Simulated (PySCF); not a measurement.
Species: C₅H₉FN (doublet state).
SMILES with atom numbers: `[CH2:1]/[C:2](=[CH:3]/[F:4])[CH2:5][CH2:6][NH2:7]` (hydrogens: H8, H9 on C1; H10 on C3; H11, H12 on C5; H13, H14 on C6; H15, H16 on N7)

Cartesian coordinates in Å at the GFN2-xTB level; atoms count from 1:
```xyz
16
C5H9FN angstrom
C     -1.7576    1.2515    0.3106
C     -1.0554    0.3123   -0.4045
C     -1.7149   -0.6822   -1.0941
F     -1.0465   -1.6056   -1.8031
C      0.4492    0.3273   -0.4036
C      0.9992   -0.5588    0.7355
N      2.4389   -0.5305    0.8811
H     -2.8314    1.2407    0.3445
H     -1.2499    2.0270    0.8526
H     -2.7838   -0.8079   -1.1432
H      0.8039    1.3506   -0.2619
H      0.8292   -0.0430   -1.3585
H      0.5609   -0.2338    1.6836
H      0.7016   -1.5961    0.5611
H      2.7605    0.4163    1.0555
H      2.8885   -0.8589    0.0330
```

The hyperfine couplings belong to this conformer and change with its torsions.

Level of theory: PySCF, UKS B3LYP, pcH-1 on C F H N, non-relativistic, mean-field spin-orbit, GIAO. The structure is a single GFN2-xTB conformer in the gas phase; no vibrational or solvent corrections. Couplings are sensitive to structure, and on GFN2-xTB geometries they can be far from those on DFT ones. No stability test was run, so a lower SCF solution isn't excluded. ⟨S²⟩ is 0.777 where a pure state has 0.75.

Principal values of hyperfine tensors in MHz (contact and dipolar terms together), for some of the nuclei:

```
atom  isotope      A1      A2      A3
  F4      19F  -88.55  -59.40  449.88
  C3      13C    8.78    9.27  175.53
  C1      13C    1.98    3.88  155.38
  C2      13C  -77.45  -36.96  -32.26
 H10       1H  -67.38  -47.32  -19.48
  H9       1H  -68.02  -42.72  -17.12
  C6      13C  -14.28  -11.90  -11.72
 H12       1H   -8.65   -7.81   -2.66
```

Q: Split each tensor into its isotropic and traceless parts, and turn a_iso into mT with g = 2.0033.

A: a_iso is a third of the trace, T = A − a_iso, and a(mT) = a(MHz)/(g × 13.996).

| atom | a_iso (MHz) | a_iso (mT) | T1 | T2 | T3 |
| --- | --- | --- | --- | --- | --- |
| F4 | 100.65 | 3.589 | -189.19 | -160.04 | 349.23 |
| C3 | 64.52 | 2.301 | -55.75 | -55.26 | 111.00 |
| C1 | 53.75 | 1.917 | -51.77 | -49.87 | 101.63 |
| C2 | -48.89 | -1.744 | -28.56 | 11.93 | 16.63 |
| H10 | -44.73 | -1.595 | -22.65 | -2.60 | 25.25 |
| H9 | -42.62 | -1.520 | -25.40 | -0.10 | 25.50 |
| C6 | -12.64 | -0.451 | -1.65 | 0.73 | 0.91 |
| H12 | -6.38 | -0.227 | -2.28 | -1.44 | 3.72 |

Q: What spin density at the nucleus of C6 lies behind its contact coupling (g_N = 1.40482)?

A: a_FC = (2μ0/3) gₑ μB g_N μN ρ(0)/(2S·h) = 800.24 MHz × g_N × ρ(0)/(2S), with ρ in bohr⁻³. With a_FC = -12.64 MHz and 2S = 1, ρ(0) = -0.01124 bohr⁻³.

Q: H8 (1H, g_N = 5.58569) isn't in the table. Its spin density at the nucleus is -0.008854 bohr⁻³. What is its contact coupling?

A: By the same relation, a_FC = -39.6 MHz. Its full tensor has the principal values -60.95, -41.24, -16.54 MHz.

Q: Which nucleus of the table has the largest anisotropic coupling, and what is its form?

A: F4: -189.2, -160.0, 349.2 MHz, rhombic: the two smaller values differ by 8 % of the largest.

Q: In a single crystal, with the field along each principal axis of the tensor of F4 in turn, what first-order splitting does this nucleus give (isotropic g, quadrupole terms neglected)?

A: 2 lines (I = 1/2), spaced by |A_i|/(g × 13.996): 3.16, 2.12, 16.04 mT along the axes of A1, A2 and A3.
